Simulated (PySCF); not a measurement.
Some computed properties have been withheld. Give your best values.

Species: C7H6ClF.
SMILES with atom numbers: `[F:1][CH2:2][c:3]1[cH:4][cH:5][c:6]([Cl:7])[cH:8][cH:9]1` (hydrogens: H10, H11 on C2; H12 on C4; H13 on C5; H14 on C8; H15 on C9)

Cartesian coordinates in Å at the PBE0-D3(BJ)/def2-SVP level; atoms count from 1:
```
atom  x, y, z in Å
F1     2.0710    1.2102   -0.8033
C2     1.7501    0.0515   -0.1508
C3     0.2621   -0.1250   -0.0389
C4    -0.6105    0.8351   -0.5503
C5    -1.9902    0.6716   -0.4450
C6    -2.4990   -0.4648    0.1785
Cl7   -4.2127   -0.6785    0.3157
C8    -1.6410   -1.4360    0.6956
C9    -0.2662   -1.2602    0.5837
H10    2.2089    0.0767    0.8538
H11    2.1955   -0.7958   -0.7020
H12   -0.1995    1.7208   -1.0367
H13   -2.6744    1.4218   -0.8446
H14   -2.0559   -2.3209    1.1806
H15    0.4029   -2.0244    0.9903
```

```csv
property,level,value
point group,PBE0-D3(BJ)/def2-SVP,?
"rotational constants A, B, C",PBE0-D3(BJ)/def2-SVP,?
dipole moment,CAM-B3LYP/def2-SVPD,?
HOMO energy,CAM-B3LYP/def2-SVPD,-8.33 eV
LUMO energy,CAM-B3LYP/def2-SVPD,?
lowest singlet excitation,TDDFT CAM-B3LYP/def2-SVPD,"5.23 eV (237 nm, f = 0.007)"
strongest line among the 6 lowest singlet transitions,TDDFT CAM-B3LYP/def2-SVPD,?
static isotropic polarisability,CAM-B3LYP/def2-SVPD,95.4 au
electronic spatial extent ⟨r²⟩ about the centre of nuclear charge,CAM-B3LYP/def2-SVPD,?
```

Electronic properties: PySCF, gas phase, density fitting.

(1) What is the dipole moment?

(2) Give the rotational constants A, B, C.

(3) What is the point group?

(4) What is the strongest line among the 6 lowest singlet transitions?

(5) What is the LUMO energy?

(6) The electronic spatial extent ⟨r²⟩ about the centre of nuclear charge?

Answers

(1) 1.89 D.

(2) 4.680, 0.654, 0.576 GHz.

(3) Cs.

(4) S5 at 6.88 eV (180 nm, f = 0.664).

(5) 0.24 eV.

(6) 1750 bohr².

The principal polarisabilities are 59.2, 95.4 and 131.6 au; their mean is the isotropic value. In wavenumbers S1 is 42200 cm⁻¹ (1 eV = 8065.54 cm⁻¹). No computed singlet falls in the visible range (750 to 380 nm, 1.65 to 3.26 eV); S1 lies 1.97 eV above its blue end. The rotational constants make it an asymmetric top with κ = (2B − A − C)/(A − C) = -0.96, nearer the prolate limit (−1).

For the TDDFT job (CAM-B3LYP/def2-SVPD), the run took about 90 s of CPU time (one thread, shared machine).

One conformer stands for the species.
